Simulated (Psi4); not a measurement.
lanthanum atom (La), doublet (typed; the unrestricted solution is spin-contaminated) (core potentials on La); CAM-B3LYP/def2-SVP (Psi4).

Psi4 was given this input:
```
memory 2 GB

molecule {
0 2
La    0.00000000    0.00000000    0.00000000
}

set {
  basis def2-svp
  reference uks
}

energy('cam-b3lyp')
print_variables()
```

Output, abridged:

```
   => Loading Basis Set <=

    Name: DEF2-SVP
    Role: ORBITAL
    Keyword: BASIS

    !!!  WARNING: ECP capability is in beta. Please check occupations closely.  !!!

         ---------------------------------------------------------
                                   SCF
               by Justin Turney, Rob Parrish, Andy Simmonett
                          and Daniel G. A. Smith
                              UKS Reference
         ---------------------------------------------------------

  ==> Geometry <==

    Molecular point group: d2h
    Geometry (in Angstrom), charge = 0, multiplicity = 2:

       Center              X                  Y                   Z               Mass
    ------------   -----------------  -----------------  -----------------  -----------------
         LA           0.000000000000     0.000000000000     0.000000000000   138.906356300000

  Running in d2h symmetry.

  Rotational constants: A = ************  B = ************  C = ************ [cm^-1]
  Rotational constants: A = ************  B = ************  C = ************ [MHz]
  Nuclear repulsion =    0.000000000000000

  Charge       = 0
  Multiplicity = 2
  Electrons    = 11
  Nalpha       = 6
  Nbeta        = 5

  ==> Algorithm <==

  SCF Algorithm Type is DF.
  DIIS enabled.
  MOM disabled.
  Fractional occupation disabled.
  Guess Type is CORE.
  Energy threshold   = 1.00e-06
  Density threshold  = 1.00e-06
  Integral threshold = 1.00e-12

  ==> Primary Basis <==

  Basis Set: DEF2-SVP
    Blend: DEF2-SVP
    Number of shells: 12
    Number of basis functions: 32
    Number of Cartesian functions: 37
    Spherical Harmonics?: true
    Max angular momentum: 3

  Core potential: DEF2-SVP
    Number of shells: 4
    Number of ECP primitives: 10
    Number of ECP core electrons: 46
    Max angular momentum: 3

  ==> DFT Potential <==

   => LibXC <=

    Version 7.1.2
    S. Lehtola, C. Steigemann, M. J. T. Oliveira, and M. A. L. Marques,  SoftwareX 7, 1–5 (2018) (10.1016/j.softx.2017.11.002)

   => Composite Functional: CAM-B3LYP <=

    CAM-B3LYP Hyb-GGA Exchange-Correlation Functional

    T. Yanai, D. P. Tew, and N. C. Handy,  Chem. Phys. Lett. 393, 51 (2004) (10.1016/j.cplett.2004.06.011)

    Deriv               =              1
    GGA                 =           TRUE
    Meta                =          FALSE

    Exchange Hybrid     =           TRUE
    MP2 Hybrid          =          FALSE

   => Exchange Functionals <=

    0.3500         Becke 88 [omega = 0.3300]
    0.4600   Short-range recipe for B88 functional - erf [omega = 0.3300]

   => Exact (HF) Exchange <=

    0.4600            HF,LR [omega = 0.3300]
    0.1900               HF

   => Correlation Functionals <=

    0.1900   Vosko, Wilk & Nusair (VWN5)
    0.8100   Lee, Yang & Parr

   => LibXC Density Thresholds  <==

    XC_HYB_GGA_XC_CAM_B3LYP:  1.00E-14

   => Molecular Quadrature <=

    Radial Scheme          =       TREUTLER
    Pruning Scheme         =           NONE
    Nuclear Scheme         =       TREUTLER

    Blocking Scheme        =         OCTREE
    BS radius alpha        =              1
    Pruning alpha          =              1
    Radial Points          =             75
    Spherical Points       =            302
    Total Points           =          20838
    Total Blocks           =            240
    Max Points             =            255
    Max Functions          =             32
    Weights Tolerance      =       1.00E-15

   => Loading Basis Set <=

    Name: (DEF2-SVP AUX)
    Role: JKFIT
    Keyword: DF_BASIS_SCF

  ==> Integral Setup <==

  SCF_SUBTYPE=INCORE selected. In-core MEM_DF algorithm will be used.
  Using in-core AOs.

  ==> MemDFJK: Density-Fitted J/K Matrices <==

    J tasked:                   Yes
    K tasked:                   Yes
    wK tasked:                  Yes
    Omega:                3.300E-01
    Algorithm:                 Core
    Schwarz Cutoff:           1E-12
    Mask sparsity (%):       0.0000
    Fitting Condition:        1E-10

   => Auxiliary Basis Set <=

  Basis Set: (DEF2-SVP AUX)
    Blend: DEF2-UNIVERSAL-JKFIT
    Number of shells: 45
    Number of basis functions: 227
    Number of Cartesian functions: 341
    Spherical Harmonics?: true
    Max angular momentum: 6

  Minimum eigenvalue in the overlap matrix is 1.0292152702E-02.
  Reciprocal condition number of the overlap matrix is 3.0265461328E-03.
    Using symmetric orthogonalization.

  ==> Pre-Iterations <==

  SCF Guess: Core (One-Electron) Hamiltonian.

   -------------------------------------------------------
    Irrep   Nso     Nmo     Nalpha   Nbeta   Ndocc  Nsocc
   -------------------------------------------------------
     Ag        10      10       2       2       2       0
     B1g        2       2       1       0       0       1
     B2g        2       2       0       0       0       0
     B3g        2       2       0       0       0       0
     Au         1       1       0       0       0       0
     B1u        5       5       1       1       1       0
     B2u        5       5       1       1       1       0
     B3u        5       5       1       1       1       0
   -------------------------------------------------------
    Total      32      32       6       5       5       1
   -------------------------------------------------------

  ==> Iterations <==

                           Total Energy        Delta E     RMS |[F,P]|

    Occupation by irrep:
             Ag   B1g   B2g   B3g    Au   B1u   B2u   B3u
    DOCC [     2,    0,    0,    0,    0,    1,    1,    1 ]
    SOCC [     0,    0,    0,    0,    0,    0,    0,    1 ]
    NA   [     2,    0,    0,    0,    0,    1,    1,    2 ]
    NB   [     2,    0,    0,    0,    0,    1,    1,    1 ]

   @DF-UKS iter   1:   -30.44724736613079   -3.04472e+01   7.22125e-02 DIIS/ADIIS
    Occupation by irrep:
             Ag   B1g   B2g   B3g    Au   B1u   B2u   B3u
    DOCC [     2,    0,    0,    0,    0,    1,    1,    1 ]
    SOCC [     0,    1,    0,    0,    0,    0,    0,    0 ]
    NA   [     2,    1,    0,    0,    0,    1,    1,    1 ]
    NB   [     2,    0,    0,    0,    0,    1,    1,    1 ]

   @DF-UKS iter   2:   -30.95229506506694   -5.05048e-01   4.03184e-02 DIIS/ADIIS
   @DF-UKS iter   3:   -31.32066757393765   -3.68373e-01   1.59760e-02 DIIS/ADIIS
   @DF-UKS iter   4:   -31.40576084767865   -8.50933e-02   2.88880e-03 DIIS/ADIIS
   @DF-UKS iter   5:   -31.41700850170600   -1.12477e-02   2.02285e-03 DIIS/ADIIS
   @DF-UKS iter   6:   -31.42387641885804   -6.86792e-03   1.25658e-03 DIIS/ADIIS
   @DF-UKS iter   7:   -31.42984524346138   -5.96882e-03   9.11624e-04 DIIS/ADIIS
   @DF-UKS iter   8:   -31.43350668696528   -3.66144e-03   6.52296e-04 DIIS/ADIIS
   @DF-UKS iter   9:   -31.43436893177822   -8.62245e-04   1.74459e-04 DIIS/ADIIS
   @DF-UKS iter  10:   -31.43439270343529   -2.37717e-05   1.13416e-04 DIIS/ADIIS
   @DF-UKS iter  11:   -31.43440766527032   -1.49618e-05   6.46294e-05 DIIS
   @DF-UKS iter  12:   -31.43441250851263   -4.84324e-06   2.24334e-05 DIIS
   @DF-UKS iter  13:   -31.43441346985024   -9.61338e-07   2.88140e-06 DIIS
   @DF-UKS iter  14:   -31.43441349004630   -2.01961e-08   1.07306e-06 DIIS
   @DF-UKS iter  15:   -31.43441349198362   -1.93732e-09   5.83293e-07 DIIS
  Energy and wave function converged.

  ==> Post-Iterations <==

   Electrons on quadrature grid:
      Nalpha   =    6.0000000000 ; deviation = -1.066e-14
      Nbeta    =    5.0000000000 ; deviation = -7.994e-15
      Ntotal   =   11.0000000000 ; deviation = -1.865e-14

   @Spin Contamination Metric:   3.502349791E-01
   @S^2 Expected:                7.500000000E-01
   @S^2 Observed:                1.100234979E+00
   @S   Expected:                5.000000000E-01
   @S   Observed:                5.000000000E-01

    Orbital Energies [Eh]
    ---------------------

    Alpha Occupied:

[...]
    Alpha Virtual:

[...]
    Beta Occupied:

[...]
    Beta Virtual:

[...]
    Final Occupation by Irrep:
             Ag   B1g   B2g   B3g    Au   B1u   B2u   B3u
    DOCC [     2,    0,    0,    0,    0,    1,    1,    1 ]
    SOCC [     0,    1,    0,    0,    0,    0,    0,    0 ]
    NA   [     2,    1,    0,    0,    0,    1,    1,    1 ]
    NB   [     2,    0,    0,    0,    0,    1,    1,    1 ]

  @DF-UKS Final Energy:   -31.43441349198362

   => Energetics <=

    Nuclear Repulsion Energy =              0.0000000000000000
    One-Electron Energy =                 -51.8037622561094295
    Two-Electron Energy =                  23.0099271168395916
    DFT Exchange-Correlation Energy =      -2.6405783527137823
    Empirical Dispersion Energy =           0.0000000000000000
    VV10 Nonlocal Energy =                  0.0000000000000000
    Total Energy =                        -31.4344134919836193

  UHF NO Occupations:
  HONO-2 :    1B3u 1.9996987
  HONO-1 :    2 Ag 1.8070420
  HONO-0 :    1B1g 1.0000000
  LUNO+0 :    3 Ag 0.1929580
  LUNO+1 :    2B3u 0.0003013
  LUNO+2 :    2B2u 0.0003012
  LUNO+3 :    2B1u 0.0001693

Computation Completed

Properties will be evaluated at   0.000000,   0.000000,   0.000000 [a0]

Properties computed using the SCF density matrix

 Multipole Moments:

 ------------------------------------------------------------------------------------
     Multipole            Electronic (a.u.)      Nuclear  (a.u.)        Total (a.u.)
 ------------------------------------------------------------------------------------

 L = 1.  Multiply by 2.5417464519 to convert [e a0] to [Debye]
 Dipole X            :          0.0000000            0.0000000            0.0000000
 Dipole Y            :          0.0000000            0.0000000            0.0000000
 Dipole Z            :          0.0000000            0.0000000            0.0000000
 Magnitude           :                                                    0.0000000

 ------------------------------------------------------------------------------------

  Variable Map:
  ----------------------------------------------------------------------------
[...]
  Array Variable Map:
  ----------------------------------------------------------------------------
[...]
[...]
```
